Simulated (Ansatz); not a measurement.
Rb2, closed-shell singlet (the spin of the measured ground state), most abundant isotopes (84.9118 and 84.9118 u). Constants from fifth-degree fits in 1/R to seven points on the lowest solution found; no spin–orbit coupling, no relativity up to Kr; ω_e x_e and α_e move by some per cent with the fit.

Correlated levels freeze the inner cores; with def2 sets outer-core shells near the valence are correlated too.

Programs: Ansatz (Gaussian basis) for Hartree–Fock, density functionals and correlated methods. Values without a source in brackets are computed. In def2 rows elements past Kr take small-core potentials, without spin–orbit coupling.

Total energies (hartree; each atom in its lowest state at that level) and vibrational constants (cm⁻¹):

```tsv
level	E(Rb2) at r_e	E(Rb)	ω_e	ω_e x_e
PBE/def2-TZVPP	-48.184082	-24.082213	55	0.11
B3LYP/def2-TZVPP	-48.213549	-24.098575	56	0.10
wB97M-V/def2-TZVPP	-48.063025	-24.021019	68	0.12
CCSD(T)/def2-QZVPP	-47.979892	-23.981206	57	0.14
```

Problem. Work out D_e and D₀ in eV.

Solution. 
D_e = E(Rb) + E(Rb) − E(molecule), times 27.2114 eV; D₀ = D_e − (ω_e/2 − ω_e x_e/4)/8065.54.
- PBE/def2-TZVPP: D_e = 0.535, zero point 0.003, D₀ = 0.531 eV
- B3LYP/def2-TZVPP: D_e = 0.446, zero point 0.003, D₀ = 0.443 eV
- wB97M-V/def2-TZVPP: D_e = 0.571, zero point 0.004, D₀ = 0.567 eV
- CCSD(T)/def2-QZVPP: D_e = 0.476, zero point 0.004, D₀ = 0.472 eV
No counterpoise correction is made.

Doubts at one or more of the structures used: a restricted determinant that unrestricted orbitals would lower (CCSD(T)/def2-QZVPP).

Ansatz is a program for electronic structure.
